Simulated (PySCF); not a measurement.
Multinuclear NMR of C5H12N2O

Bonds (- single, = double, # triple, : aromatic): C1-N2, N2-C3, N2-C4, C4=O5, C4-N6, N6-C7, N6-C8. C1 carries H9, H10, H11; C3 carries H12, H13, H14; C7 carries H15, H16, H17; C8 carries H18, H19, H20.

PySCF 2.14.0 with density-fitted response routines calculation with geometry from GFN2-xTB and GIAO PBE0/pcSseg-1 shieldings; no solvent, one averaged value for each set of equivalent atoms, non-relativistic Hamiltonian, single conformer.

Question: Where does 15N resonate?

Answer: 
| atoms | environment | σ (ppm) | δ (ppm) |
| --- | --- | --- | --- |
| N2/N6 | amide-type nitrogen | 182.6 | -316.3 |

Shieldings were converted by a linear fit to measured shifts: 15N (scatter 6.3 ppm rms vs CH3NO2, solution or neat liquid). A few per cent of atoms miss by over 2 rms, more outside the fitted compound classes.

On a 400 MHz spectrometer 15N resonates near 40.5 MHz, so 1 ppm is 40.5 Hz.

Question: What are the 17O shifts?

Answer: 
| atoms | environment | σ (ppm) | δ (ppm) |
| --- | --- | --- | --- |
| O5 | amide-type carbonyl oxygen | -18.8 | 283.8 |

Shieldings were converted by a linear fit to measured shifts: 17O (scatter 10.7 ppm rms, 12.2 ppm with the 3 outliers that the fit left out vs liquid water, solution or neat liquid). A few per cent of atoms miss by over 2 rms, more outside the fitted compound classes.

On a 500 MHz spectrometer 17O resonates near 67.8 MHz, so 1 ppm is 67.8 Hz.
